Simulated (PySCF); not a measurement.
Exercise with solution: chemical shift, span and skew from a shielding tensor

AlFH5NO2Si, SMILES [OH][Al]([OH])[NH][SiH2]F. Atoms are numbered in the order given.

```xyz
11

Si    -1.8293     0.2851    -0.0628
F     -2.4795    -0.4066     1.2658
N     -0.3904    -0.4980    -0.5720
Al     1.3118    -0.0451    -0.2394
O      2.5061    -1.0781    -0.8582
O      1.7321     1.3481     0.6330
H     -1.4744     1.6789     0.3174
H     -2.8892     0.2323    -1.1019
H     -0.5217    -1.3692    -1.0860
H      3.4520    -0.9507    -0.7479
H      1.1326     1.9889     1.0234
```
Charge 0, spin multiplicity 1.

Geometry optimised at B3LYP-D3(BJ)/def2-SVP. The structure was generated by enumeration; whether it is a known compound was not checked. One conformer was computed; it need not be the lowest.

GIAO shieldings from PBE0/pcSseg-1 (PySCF), non-relativistic, no solvent. The symmetric part of the tensor of Si1 has the principal values 335.0, 384.9, 397.6 ppm. The same nucleus in TMS has σ = 352.7 ppm at this level (PySCF, at its B3LYP-D3(BJ)/def2-TZVP geometry).

**Question.** Work out the isotropic shielding, the ²⁹Si shift against TMS, the span and the skew.

**Answer.** 
σ(iso) = (σ11 + σ22 + σ33)/3 = 372.5 ppm. δ = σ(ref) − σ(iso) = 352.7 − (372.5) = -19.8 ppm.
Span Ω = σ33 − σ11 = 62.6 ppm. Skew κ = 3(σ(iso) − σ22)/Ω = -0.59. Tumbling in solution averages the tensor to δ; in a static solid the shielding alone would spread this spin-1/2 line over Ω.
